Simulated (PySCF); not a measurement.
Shieldings and the share of exact exchange

Molecule: `BO[C@@H](F)CC`, C3H8BFO.

Geometry:
| atom | x (Å) | y (Å) | z (Å) |
| --- | --- | --- | --- |
| B1 | 2.123 | -0.801 | 0.393 |
| O2 | 1.183 | -0.498 | -0.522 |
| C3 | 0.471 | 0.702 | -0.509 |
| F4 | 0.883 | 1.430 | -1.582 |
| C5 | -1.011 | 0.435 | -0.619 |
| C6 | -1.574 | -0.342 | 0.557 |
| H7 | 2.677 | -1.866 | 0.276 |
| H8 | 2.367 | -0.020 | 1.289 |
| H9 | 0.727 | 1.273 | 0.404 |
| H10 | -1.508 | 1.413 | -0.720 |
| H11 | -1.171 | -0.106 | -1.565 |
| H12 | -1.427 | 0.196 | 1.507 |
| H13 | -1.094 | -1.328 | 0.650 |
| H14 | -2.654 | -0.508 | 0.436 |

GIAO shieldings (ppm, equivalent atoms averaged) in PySCF 2.14 on the PBE0-D3(BJ)/def2-SVP geometry, basis pcSseg-1, gas phase, non-relativistic:

```csv
functional,exact exchange (%),σ(B1),σ(O2),σ(C3),σ(F4)
BLYP,0,45.9,36.9,49.2,284.4
BP86,0,48.7,42.3,54.8,287.4
PBE,0,47.5,38.8,55.1,285.4
B3LYP,20,49.7,55.6,57.0,301.1
mPW1PW91,25,52.9,64.5,63.9,306.7
BHandHLYP,50,55.6,81.3,67.8,320.7
HF,100,68.0,121.8,85.4,347.4
```

Q: Fit each shielding as a line in the percentage of exact exchange.

A: σ(B1) = 47.0 + 0.20 x (rms 1.2 ppm); σ(O2) = 40.0 + 0.83 x (rms 2.2 ppm); σ(C3) = 52.9 + 0.32 x (rms 2.3 ppm); σ(F4) = 287.4 + 0.62 x (rms 2.3 ppm). The functionals also differ in their semilocal parts, which the line can't hold; Hartree–Fock has no correlation at all.

Q: What does the line predict for PBE0 (25 %), and what does the run give?

A: σ(B1): 52.0 predicted, 52.5 computed; σ(O2): 60.8 predicted, 62.7 computed; σ(C3): 60.9 predicted, 64.5 computed; σ(F4): 302.9 predicted, 305.7 computed ppm.
